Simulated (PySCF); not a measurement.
These compounds are isomers of formula C$_{7}$H$_{13}$N$_{3}$.

A. `C(C(C)(C)C)n1cnnc1`
B. `InChI=1S/C7H13N3/c1-7(2,3)6-10-8-4-5-9-10/h4-5H,6H2,1-3H3`
C. `Cn1cc(C(C)(C)C)nn1`
D. `CCCn1c(C)nnc1C`

Spectrum 1. 1H NMR (400 MHz, computed): δ 7.65 (s, 2H), 4.28 (s, 2H), 0.97 (s, 9H). 13C{1H} NMR (computed): δ 138.3 (CH), 67.1 (CH2), 36.2 (C), 29.3 (CH3).

Spectrum 2. 1H NMR (400 MHz, computed): δ 3.61 (t, 2H), 2.43 (s, 6H), 1.59 (m, 2H), 1.08 (t, 3H). 13C{1H} NMR (computed): δ 152.8 (C), 47.8 (CH2), 28.7 (CH2), 13.4 (CH3), 13.0 (CH3).

Spectrum 3. 1H NMR (400 MHz, computed): δ 7.78 (s, 2H), 3.71 (s, 2H), 0.95 (s, 9H). 13C{1H} NMR (computed): δ 146.8 (CH), 58.7 (CH2), 35.2 (C), 28.7 (CH3).

Spectrum 4. 1H NMR (400 MHz, computed): δ 7.23 (s, 1H), 4.17 (s, 3H), 1.45 (s, 9H). 13C{1H} NMR (computed): δ 164.6 (C), 123.8 (CH), 36.2 (CH3), 33.1 (C), 32.0 (CH3).

Non-relativistic, gas phase, single conformer, one averaged value for each set of equivalent atoms. GFN2-xTB structure; NMR shieldings at PBE0/pcSseg-1/GIAO; PySCF 2.14.0 with density-fitted response routines.

Referencing at the same level of theory: 1H and 13C vs TMS. Where no couplings were computed, multiplicities follow the n + 1 count of equivalent neighbours, and m marks all less simple cases (inequivalent or close neighbours, rings, F or P nearby). Shifts are as computed. Against solution values, carbons near 30 ppm lie about +3 ppm off and those near 130 ppm about +5 ppm. Of 1211 compounds with measured shifts, 218 miss one by over three times the rms of a fit or turn the order of signals round; such compounds aren't used in these exercises.

Task: Match each spectrum to its structure.

Result: 1–B, 2–D, 3–A, 4–C.

- Spectrum 1 (B): 4 13C signals; δC 67.1 is an sp3 CH2 bonded to N; δC 36.2 is a quaternary sp3 carbon.
- Spectrum 2 (D): 5 13C signals; δC 47.8 is an sp3 CH2 bonded to N; δC 28.7 is an sp3 CH2.
- Spectrum 3 (A): 4 13C signals; δC 58.7 is an sp3 CH2 bonded to N; δC 35.2 is a quaternary sp3 carbon.
- Spectrum 4 (C): 5 13C signals; δC 36.2 is a methyl carbon bonded to N; δC 33.1 is a quaternary sp3 carbon on an aromatic ring.
